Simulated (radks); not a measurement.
Values are calculated unless marked as measured or tabulated.
Species: Pd. Configuration: [Kr] 4d8 5s2 (not the ground configuration).

Code: a radial shooting solver on a logarithmic mesh with Libxc functionals. Model: scalar-relativistic Kohn-Sham, BLYP, spin-polarised, spherical densities, point nucleus; open shells are filled with parallel spins first (spin-orbit coupling, left out, can overturn this in heavy ions).

Energy parts (eV):
| part | energy |
|---|---|
| total | -137317.338 |
| kinetic | 142442.448 |
| electron-nucleus | -331495.089 |
| Hartree | 55657.082 |
| exchange-correlation | -3921.779 |

Orbitals (lengths in bohr, moments of r in powers of bohr; r(max) is where P^2 peaks; r(90%) holds 90 % of the orbital's charge):
[
 {"orbital": "1s up", "occ.": "1", "eigenvalue (eV)": "-24177.82", "<1/r>": "48.24", "r(max)": "0.02066", "<r>": "0.03185", "r(90%)": "0.0571"},
 {"orbital": "1s down", "occ.": "1", "eigenvalue (eV)": "-24177.82", "<1/r>": "48.24", "r(max)": "0.02066", "<r>": "0.03185", "r(90%)": "0.0571"},
 {"orbital": "2s up", "occ.": "1", "eigenvalue (eV)": "-3536.708", "<1/r>": "10.94", "r(max)": "0.1168", "<r>": "0.1383", "r(90%)": "0.214"},
 {"orbital": "2s down", "occ.": "1", "eigenvalue (eV)": "-3536.362", "<1/r>": "10.94", "r(max)": "0.1168", "<r>": "0.1383", "r(90%)": "0.214"},
 {"orbital": "2p up", "occ.": "3", "eigenvalue (eV)": "-3171.887", "<1/r>": "10.58", "r(max)": "0.09338", "<r>": "0.1206", "r(90%)": "0.196"},
 {"orbital": "2p down", "occ.": "3", "eigenvalue (eV)": "-3171.623", "<1/r>": "10.58", "r(max)": "0.09338", "<r>": "0.1206", "r(90%)": "0.196"},
 {"orbital": "3s up", "occ.": "1", "eigenvalue (eV)": "-643.5150", "<1/r>": "3.826", "r(max)": "0.3418", "<r>": "0.3794", "r(90%)": "0.559"},
 {"orbital": "3s down", "occ.": "1", "eigenvalue (eV)": "-643.3370", "<1/r>": "3.826", "r(max)": "0.3418", "<r>": "0.3794", "r(90%)": "0.559"},
 {"orbital": "3p up", "occ.": "3", "eigenvalue (eV)": "-523.6667", "<1/r>": "3.645", "r(max)": "0.3349", "<r>": "0.3788", "r(90%)": "0.571"},
 {"orbital": "3p down", "occ.": "3", "eigenvalue (eV)": "-523.4645", "<1/r>": "3.645", "r(max)": "0.3350", "<r>": "0.3788", "r(90%)": "0.570"},
 {"orbital": "3d up", "occ.": "5", "eigenvalue (eV)": "-333.2770", "<1/r>": "3.419", "r(max)": "0.2821", "<r>": "0.3577", "r(90%)": "0.567"},
 {"orbital": "3d down", "occ.": "5", "eigenvalue (eV)": "-332.9646", "<1/r>": "3.419", "r(max)": "0.2822", "<r>": "0.3576", "r(90%)": "0.567"},
 {"orbital": "4s up", "occ.": "1", "eigenvalue (eV)": "-93.0705", "<1/r>": "1.462", "r(max)": "0.8500", "<r>": "0.9417", "r(90%)": "1.37"},
 {"orbital": "4s down", "occ.": "1", "eigenvalue (eV)": "-91.6428", "<1/r>": "1.465", "r(max)": "0.8488", "<r>": "0.9408", "r(90%)": "1.37"},
 {"orbital": "4p up", "occ.": "3", "eigenvalue (eV)": "-58.6661", "<1/r>": "1.312", "r(max)": "0.9072", "<r>": "1.033", "r(90%)": "1.53"},
 {"orbital": "4p down", "occ.": "3", "eigenvalue (eV)": "-57.1973", "<1/r>": "1.314", "r(max)": "0.9060", "<r>": "1.033", "r(90%)": "1.53"},
 {"orbital": "4d up", "occ.": "5", "eigenvalue (eV)": "-10.1284", "<1/r>": "0.9556", "r(max)": "1.075", "<r>": "1.418", "r(90%)": "2.27"},
 {"orbital": "4d down", "occ.": "3", "eigenvalue (eV)": "-8.8074", "<1/r>": "0.9443", "r(max)": "1.076", "<r>": "1.445", "r(90%)": "2.34"},
 {"orbital": "5s up", "occ.": "1", "eigenvalue (eV)": "-5.5680", "<1/r>": "0.4282", "r(max)": "2.444", "<r>": "3.006", "r(90%)": "4.55"},
 {"orbital": "5s down", "occ.": "1", "eigenvalue (eV)": "-5.2132", "<1/r>": "0.4163", "r(max)": "2.495", "<r>": "3.083", "r(90%)": "4.68"}
]

The highest occupied level is 5s down at -5.213 eV. Spin moment in Bohr magnetons: 2. The density falls to 0.001 e/bohr^3 at r = 4.52 bohr.
